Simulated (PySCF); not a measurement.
# Exercise with solution: refractive index and permittivity of the vapour

CH4AlCl2N, SMILES C[NH][Al]([Cl])[Cl].

Coordinates come from a B3LYP-D3(BJ)/def2-SVP optimisation. The structure was generated by enumeration; whether it is a known compound was not checked. The values are those of a single conformer.

PBE/def2-TZVP (PySCF) gives a mean static polarisability of 69.8 bohr³ and a dipole moment of 2.39 D. Take an ideal gas at 298.15 K and 1 bar, whether or not the substance is that volatile.

### Question
Work out n − 1 in the optical limit and the static ε − 1.

### Answer

Polarisability volume α' = 69.8 × 0.148185 = 10.34 Å³. Number density N = p/kT = 2.43e-5 Å⁻³.
Dilute limit of Lorentz–Lorenz: n − 1 = 2π N α' = 0.0016.
Orientation term of Debye: μ²/(3kT) = 8.098 Å³ × μ²(D²) = 46.26 Å³.
ε − 1 = 4π N (α' + μ²/3kT) = 0.017. Orientation of the dipole supplies 82 % of the static response; it can't follow optical fields. Vibrational polarisation and dispersion are left out.
